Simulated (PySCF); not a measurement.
Species: 9-fluorenone, C₁₃H₈O.
InChI=1S/C13H8O/c14-13-11-7-3-1-5-9(11)10-6-2-4-8-12(10)13/h1-8H

The closed-shell ground state was solved at several levels (PySCF, density fitting, gas phase, non-relativistic). Isolated species at its PBE0-D3(BJ)/def2-SVP geometry, gas phase.

| level | basis functions | HOMO (eV) | LUMO (eV) | gap (eV) | dipole (D) |
| --- | --- | --- | --- | --- | --- |
| B3LYP/pcJ-1 | 458 | -6.59 | -2.60 | 3.99 | 3.43 |
| CAM-B3LYP/def2-SVPD | 347 | -7.91 | -1.47 | 6.44 | 3.57 |
| PBE0/pcSseg-1 | 278 | -6.83 | -2.49 | 4.34 | 3.40 |

Estimate the row for PBE/pcSseg-1, a basis of 278 functions; the other rows only guide the guess.

HOMO -5.85 eV, LUMO -3.27 eV, gap 2.58 eV, dipole 3.26 D.

Over all these levels, which gives the widest orbital gap and which the narrowest?

CAM-B3LYP/def2-SVPD (range-separated hybrid) has the widest, 6.44 eV, and PBE/pcSseg-1 (GGA) the narrowest, 2.58 eV. Functional and basis both differ between the two, so the spread mixes both effects.

How far do the dipole and the HOMO energy spread over the levels?

The dipole runs from 3.26 to 3.57 D (mean 3.41 D) and the HOMO from -7.91 to -5.85 eV.
